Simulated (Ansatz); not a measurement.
CH$_{8}$B$_{2}$OSi (`OBCB[SiH3]`), relaxed with RKS PBE-D4/def2-SVP in Ansatz 0.2.0 from a rough embedded geometry. The force threshold is 0.03 eV/Å; the program also tests the step.

Total charge 0; spin multiplicity 1.

Start:

```xyz
13

O     2.219    1.326   -0.858
B     0.845    1.532   -0.661
C    -0.118    0.308   -0.873
B    -0.982    0.020    0.490
Si   -0.715   -1.743    1.360
H     2.435    1.589   -1.810
H     0.395    2.600   -0.337
H     0.392   -0.547   -1.205
H    -0.898    0.598   -1.705
H    -1.623    0.807    0.943
H    -0.158   -1.545    2.669
H     0.180   -2.568    0.544
H    -1.972   -2.377    1.443
```

```csv
step,energy (eV),largest force (eV/Å),largest move (Å)
1,-12427.8428,3.352,0.000
2,-12428.4439,1.767,0.195
3,-12428.7175,1.539,0.197
4,-12429.0067,0.756,0.200
5,-12429.0961,0.451,0.159
6,-12429.1452,0.378,0.162
7,-12429.1570,0.364,0.155
8,-12429.1700,0.140,0.059
9,-12429.1727,0.074,0.034
10 (rejected),-12429.1725,0.096,0.025
11,-12429.1739,0.033,0.012
12,-12429.1757,0.071,0.059
13,-12429.1776,0.195,0.112
14,-12429.1791,0.223,0.044
15,-12429.1805,0.337,0.116
16,-12429.1815,0.271,0.017
17 (rejected),-12429.1803,0.085,0.048
18,-12429.1828,0.084,0.023
19,-12429.1832,0.030,0.032
20,-12429.1839,0.022,0.050
21,-12429.1845,0.034,0.094
22,-12429.1848,0.036,0.054
23,-12429.1852,0.039,0.066
24,-12429.1855,0.033,0.025
25,-12429.1857,0.031,0.029
26,-12429.1858,0.017,0.019
```

End:

```xyz
13

O     1.978    0.799   -0.707
B     0.734    1.340   -0.826
C    -0.472    0.357   -1.150
B    -0.997    0.029    0.271
Si   -0.459   -1.621    1.314
H     2.659    1.471   -0.519
H     0.569    2.540   -0.669
H    -0.081   -0.513   -1.713
H    -1.201    0.960   -1.733
H    -1.709    0.839    0.846
H     0.187   -1.238    2.627
H     0.486   -2.546    0.589
H    -1.694   -2.419    1.670
```

Run time 34 s (4 threads of an Arm Neoverse V1 on a shared host); peak host memory 0.16 GiB.
